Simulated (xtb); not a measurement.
xtb input:

```bash
xtb mol.xyz --gfn 2 --sp --chrg 0 --uhf 0
```
mol.xyz:
```
20

C     -1.89370699     0.15571422     0.00085858
C     -1.22772314    -1.21594599     0.12336796
C      0.19063585    -1.09679623     0.68215575
C      1.04963621    -0.14779298    -0.15163019
C      0.38082026     1.22131661    -0.26077223
C     -1.03638803     1.11619249    -0.82526517
N      2.36750299    -0.00289032     0.47040927
H     -2.03821199     0.57506968     1.00266436
H     -2.88699252     0.05631110    -0.44385731
H     -1.82579518    -1.87320496     0.75896459
H     -1.19134298    -1.68745777    -0.86507647
H      0.66532741    -2.08211972     0.72599368
H      0.16001941    -0.71462580     1.70746946
H      1.11422539    -0.56735000    -1.17005014
H      0.35543965     1.66730527     0.73858244
H      0.99048404     1.88113766    -0.88612210
H     -0.99070436     0.75807898    -1.85983608
H     -1.49939617     2.10519549    -0.85931086
H      2.95920192     0.60628434    -0.08374542
H      2.83557945    -0.90052072     0.52917067
```

Question: Predict the final energy.

Answer: -22.40631 Eh (GFN2-xTB).
